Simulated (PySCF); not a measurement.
OsO4, SMILES [O]=[Os](=[O])(=[O])=[O], multiplicity 1.

Geometry: B3LYP-D3(BJ)/def2-SVP. The spin state was assumed, not searched. The isomer is the one that the SMILES or the coordinates give; other isomers of the formula were not compared. The def2 effective core potentials stand for the cores of Os; spin–orbit coupling is left out.

Level of theory: PySCF with r2SCAN/def2-TZVP.

Symmetry labels are those of the subgroup D2 that the program uses (full group Td).

Computed valence orbital energies around the gap with their symmetry:
| orbital | symmetry | energy (eV) |
|---|---|---|
| HOMO−7 | B3 | -13.66 |
| HOMO−6 | A | -11.50 |
| HOMO−5 | B1 | -9.99 |
| HOMO−4 | B2 | -9.99 |
| HOMO−3 | B3 | -9.99 |
| HOMO−2 | B1 | -9.34 |
| HOMO−1 | B2 | -9.34 |
| HOMO | B3 | -9.34 |
| LUMO | A | -4.99 |
| LUMO+1 | A | -4.99 |
| LUMO+2 | B1 | -2.71 |
| LUMO+3 | B2 | -2.71 |
